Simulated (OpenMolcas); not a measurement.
Cu3+ (d8) on a cation site of an ionic host was computed by CASSCF with the d shell active (OpenMolcas, ANO-RCC-VTZP on the metal). Its lowest spin-free states, and all those of the highest spin:

| 2S+1 | Degeneracy | E (cm-1) |
| --- | --- | --- |
| 3 | 1 | 0.0 |
| 3 | 3 | 7249 |
| 3 | 3 | 14353 |
| 1 | 2 | 14415 |
| 1 | 3 | 22883 |
| 1 | 1 | 23601 |
| 1 | 3 | 27904 |
| 3 | 3 | 29273 |
| 1 | 2 | 41262 |
| 1 | 3 | 41424 |
| 1 | 1 | 68485 |

Question: Is the site octahedral, tetrahedral or cube-like, axial, or of lower symmetry?

Answer: The states with 2S+1 = 3 have orbital degeneracies 1, 3, 3, 3. Threefold states need a cubic site. For d8 at this spin an octahedron puts the single A2 below the threefold T2 and a tetrahedron or cube puts the threefold T1 below the threefold T2, so the site is octahedral. The first gap at this spin, 7250 cm-1, is |10Dq| in ligand-field theory. The run had Cu3+ with its 6 nearest chloride ions at 2.351 Å, on the Zr site of Cs2ZrCl6 (a = 10.407 Å, distance in the model lattice 2.446 Å). The rest of the host is ab initio model potentials to 7.6 Å and point charges beyond; the distance is set by hand and nothing relaxes, and no local charge compensation is placed. Ligand basis ANO-RCC-VDZP.

Without dynamic correlation the repulsion within the d shell is too large (B by tens of per cent), so at a given field states of lower spin stand too high. The least metal-like active orbital is 78 % on the metal (Löwdin) and no ligand orbital is active, so the numbers are rough. Ligand-to-metal charge-transfer states are missing. With no ligand orbital active B as a rule stays too high, so bands that hang on it stand too high and its fall with covalency is understated. With metal d orbitals alone and no dynamic correlation the field as a rule comes out too small, by tens of per cent, by up to half for chloride and softer ligands, and the orbital part of g and χT, which goes as 1/10Dq, too large. No measured value stands beside these numbers; the geometry was set by hand and not optimised.
